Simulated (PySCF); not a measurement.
Ionisation energy of Ag⁺ by level of theory

Ag⁺ [Kr] 4d10 (1S) → Ag²⁺ [Kr] 4d9 (2D), as a difference of total energies. All numbers are calculated (PySCF 2.14, a scalar-relativistic core potential, in def2-QZVPPD with the def2 core potential (28 electrons)). Correlated levels: valence: 4s2 4p6 frozen. The calculations carry no spin-orbit coupling.

Task: Order these methods by the ionisation energy they give, lowest first.
A. CCSD (valence)
B. MP2 (valence)
C. CCSD(T) (valence)
D. UHF

Result: D (19.719 eV), A (21.431 eV), C (21.564 eV), B (21.853 eV).

The reference lies between the lowest fine-structure levels, while these numbers refer to the centres of the terms.

Errors of the correlated levels include the incompleteness of this basis and the frozen core.

For comparison: 21.484 eV (measured; NIST Atomic Spectra Database, ionization energies).
